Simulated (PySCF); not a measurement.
C2H8SSi, singlet, geometry from GFN2-xTB. Base run: HF/6-31G*, polarisability run with PySCF.

Here is a job for PySCF.
```python
from pyscf import gto, scf
from pyscf.prop import polarizability

mol = gto.M(
    atom='''
Si   -0.022695   -0.565076    0.196186
C    -1.454908   -0.938382   -0.994426
C     1.647757   -0.935963   -0.628547
S    -0.090334    1.529662    0.755923
H    -0.174107   -1.233329    1.484584
H    -1.352631   -0.393098   -1.929814
H    -2.411170   -0.663385   -0.558557
H    -1.492017   -1.996515   -1.233949
H     2.475975   -0.659574    0.017755
H     1.765031   -0.390667   -1.562167
H     1.741192   -1.993994   -0.852676
H     0.053703    2.013102   -0.468713
''',
    basis='6-31g*',
    charge=0,
    spin=0,
    verbose=4,
)

mf = scf.RHF(mol)
mf.kernel()
alpha = mf.Polarizability().polarizability()[2, 2]
print('alpha_zz =', alpha)
```

Variants of this job, named by their change:

```
change                                         alpha_zz (bohr³)  basis functions  core-seconds (rough)
---------------------------------------------  ----------------  ---------------  --------------------
base                                                      52.93               80                     4
functional = lda,vwn                                      56.64               80                    20
functional = pbe0                                    (withheld)               80                    30
finite field (a.u.) = 0.05; conv_tol = 1e-11              53.19               80                     4
basis = def2-SVP                                          54.31              104                     8
finite field (a.u.) = 0.001; conv_tol = 1e-6              52.92               80                     4
functional = pbe                                     (withheld)               80                    30
basis = cc-pVDZ                                           56.06              104                     7
finite field (a.u.) = 0.005; conv_tol = 1e-11             52.93               80                     4
finite field (a.u.) = 2e-4; conv_tol = 1e-11              52.93               80                     4
finite field (a.u.) = 2e-4; conv_tol = 1e-6               52.63               80                     3
basis = 6-31G                                             53.88               60                     2
```

**Question.** Some entries are withheld; supply them.

**Answer.** 
- functional = pbe0, alpha_zz (bohr³): 54.96
- functional = pbe, alpha_zz (bohr³): 55.93

Finite-field rows take the second difference of the energy in a field along z; a small field with loose convergence shows SCF noise divided by the square of the field, and a large one adds hyperpolarisability.
